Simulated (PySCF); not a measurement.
Isomers of C7H16FNSi.

All values: PBE0/pcSseg-1 (PySCF) at PBE0-D3(BJ)/def2-SVP geometries, gas phase, one conformer each.

Problem. Rank by LUMO energy, highest first.
A. `[CH3:1][C@@H:2]([CH2:3][F:4])[C@@H:5]1[CH2:6][CH2:7][N:8]([SiH3:9])[CH2:10]1` with C1–C2–C3–F4 -56°, C1–C2–C5–C6 175°, C2–C5–C6–C7 -160°, C5–C6–C7–N8 23°, C6–C7–N8–Si9 176°, C7–N8–C10–C5 -24°
B. `[CH3:1][CH2:2][Si@@H:3]([F:4])[N:5]([CH3:6])[CH2:7][CH:8]1[CH2:9][CH2:10]1` with C1–C2–Si3–F4 58°, C2–Si3–N5–C6 151°, Si3–N5–C7–C8 122°, N5–C7–C8–C9 91°
C. `[CH3:1][CH:2]([CH3:3])[Si@@:4]1([CH3:5])[NH:6][CH2:7][CH2:8][C@H:9]1[F:10]` with C1–C2–Si4–C5 63°, C2–Si4–N6–C7 108°, Si4–N6–C7–C8 27°, N6–C7–C8–C9 -42°, C7–C8–C9–F10 -78°

Solution. B (1.34 eV), C (1.04 eV), A (0.78 eV).

Problem. Rank by dipole moment, highest first.
A. `[CH3:1][C@@H:2]([CH2:3][F:4])[C@H:5]1[CH2:6][CH2:7][N:8]([SiH3:9])[CH2:10]1` with C1–C2–C3–F4 -172°, C1–C2–C5–C6 59°, C2–C5–C6–C7 162°, C5–C6–C7–N8 -21°, C6–C7–N8–Si9 -178°, C7–N8–C10–C5 27°
B. `[CH3:1][CH2:2][CH2:3][Si@@H:4]([NH:5][CH3:6])[C@H:7]1[CH2:8][C@@H:9]1[F:10]` with C1–C2–C3–Si4 -179°, C2–C3–Si4–N5 -177°, C3–Si4–N5–C6 170°, C3–Si4–C7–C8 82°
C. `[CH3:1][C@@H:2]([CH2:3][F:4])[C@@H:5]1[CH2:6][CH2:7][N:8]([SiH3:9])[CH2:10]1` with C1–C2–C3–F4 -56°, C1–C2–C5–C6 175°, C2–C5–C6–C7 -160°, C5–C6–C7–N8 23°, C6–C7–N8–Si9 176°, C7–N8–C10–C5 -24°
D. `[CH3:1][CH2:2][Si@@H:3]([F:4])[N:5]([CH3:6])[CH2:7][CH:8]1[CH2:9][CH2:10]1` with C1–C2–Si3–F4 58°, C2–Si3–N5–C6 151°, Si3–N5–C7–C8 122°, N5–C7–C8–C9 91°
E. `[CH3:1][CH:2]([CH3:3])[Si@@:4]1([CH3:5])[NH:6][CH2:7][CH2:8][C@H:9]1[F:10]` with C1–C2–Si4–C5 63°, C2–Si4–N6–C7 108°, Si4–N6–C7–C8 27°, N6–C7–C8–C9 -42°, C7–C8–C9–F10 -78°

Solution. A (2.94 D), D (2.20 D), B (1.76 D), E (1.58 D), C (1.01 D).

Problem. Rank by the lowest IAO charge on any atom, highest value first.
A. `[CH3:1][CH:2]([CH3:3])[Si@@:4]1([CH3:5])[NH:6][CH2:7][CH2:8][C@@H:9]1[F:10]` with C1–C2–Si4–C5 -74°, C2–Si4–N6–C7 116°, Si4–N6–C7–C8 -23°, N6–C7–C8–C9 41°, C7–C8–C9–F10 75°
B. `[CH3:1][C@@H:2]([CH2:3][F:4])[C@H:5]1[CH2:6][CH2:7][N:8]([SiH3:9])[CH2:10]1` with C1–C2–C3–F4 -172°, C1–C2–C5–C6 59°, C2–C5–C6–C7 162°, C5–C6–C7–N8 -21°, C6–C7–N8–Si9 -178°, C7–N8–C10–C5 27°
C. `[CH3:1][CH2:2][Si@@H:3]([F:4])[N:5]([CH3:6])[CH2:7][CH:8]1[CH2:9][CH2:10]1` with C1–C2–Si3–F4 58°, C2–Si3–N5–C6 151°, Si3–N5–C7–C8 122°, N5–C7–C8–C9 91°
D. `[CH3:1][CH2:2][CH2:3][Si@@H:4]([NH:5][CH3:6])[C@@H:7]1[CH2:8][C@H:9]1[F:10]` with C1–C2–C3–Si4 -179°, C2–C3–Si4–N5 -174°, C3–Si4–N5–C6 173°, C3–Si4–C7–C8 152°

Solution. B (-0.524 e), C (-0.567 e), D (-0.670 e), A (-0.729 e).

All values together:

```tsv
SMILES	μ (D)	HOMO (eV)	LUMO (eV)	lowest IAO charge (e)	highest IAO charge (e)	lowest Hirshfeld charge (e)	highest Hirshfeld charge (e)
CC(C)[Si@@]1(C)NCC[C@H]1F	1.58	-6.38	1.04	-0.732 (C)	+1.140 (Si)	-0.251 (N)	+0.406 (Si)
C[C@@H](CF)[C@@H]1CCN([SiH3])C1	1.01	-6.26	0.78	-0.523 (N)	+0.718 (Si)	-0.179 (N)	+0.336 (Si)
C[C@@H](CF)[C@H]1CCN([SiH3])C1	2.94	-6.07	0.96	-0.524 (N)	+0.718 (Si)	-0.179 (N)	+0.335 (Si)
CCC[Si@@H](NC)[C@@H]1C[C@H]1F	2.10	-6.61	1.11	-0.670 (N)	+1.038 (Si)	-0.245 (N)	+0.383 (Si)
CC[Si@@H](F)N(C)CC1CC1	2.20	-6.63	1.34	-0.567 (C)	+1.260 (Si)	-0.227 (F)	+0.442 (Si)
CCC[Si@@H](NC)[C@H]1C[C@@H]1F	1.76	-6.59	1.12	-0.671 (N)	+1.039 (Si)	-0.245 (N)	+0.384 (Si)
CC(C)[Si@@]1(C)NCC[C@@H]1F	1.54	-6.36	1.03	-0.729 (C)	+1.141 (Si)	-0.248 (N)	+0.406 (Si)
```

Conformers: `[CH3:1][CH:2]([CH3:3])[Si@@:4]1([CH3:5])[NH:6][CH2:7][CH2:8][C@H:9]1[F:10]` with C1–C2–Si4–C5 63°, C2–Si4–N6–C7 108°, Si4–N6–C7–C8 27°, N6–C7–C8–C9 -42°, C7–C8–C9–F10 -78°; `[CH3:1][C@@H:2]([CH2:3][F:4])[C@@H:5]1[CH2:6][CH2:7][N:8]([SiH3:9])[CH2:10]1` with C1–C2–C3–F4 -56°, C1–C2–C5–C6 175°, C2–C5–C6–C7 -160°, C5–C6–C7–N8 23°, C6–C7–N8–Si9 176°, C7–N8–C10–C5 -24°; `[CH3:1][C@@H:2]([CH2:3][F:4])[C@H:5]1[CH2:6][CH2:7][N:8]([SiH3:9])[CH2:10]1` with C1–C2–C3–F4 -172°, C1–C2–C5–C6 59°, C2–C5–C6–C7 162°, C5–C6–C7–N8 -21°, C6–C7–N8–Si9 -178°, C7–N8–C10–C5 27°; `[CH3:1][CH2:2][CH2:3][Si@@H:4]([NH:5][CH3:6])[C@@H:7]1[CH2:8][C@H:9]1[F:10]` with C1–C2–C3–Si4 -179°, C2–C3–Si4–N5 -174°, C3–Si4–N5–C6 173°, C3–Si4–C7–C8 152°; `[CH3:1][CH2:2][Si@@H:3]([F:4])[N:5]([CH3:6])[CH2:7][CH:8]1[CH2:9][CH2:10]1` with C1–C2–Si3–F4 58°, C2–Si3–N5–C6 151°, Si3–N5–C7–C8 122°, N5–C7–C8–C9 91°; `[CH3:1][CH2:2][CH2:3][Si@@H:4]([NH:5][CH3:6])[C@H:7]1[CH2:8][C@@H:9]1[F:10]` with C1–C2–C3–Si4 -179°, C2–C3–Si4–N5 -177°, C3–Si4–N5–C6 170°, C3–Si4–C7–C8 82°; `[CH3:1][CH:2]([CH3:3])[Si@@:4]1([CH3:5])[NH:6][CH2:7][CH2:8][C@@H:9]1[F:10]` with C1–C2–Si4–C5 -74°, C2–Si4–N6–C7 116°, Si4–N6–C7–C8 -23°, N6–C7–C8–C9 41°, C7–C8–C9–F10 75°.
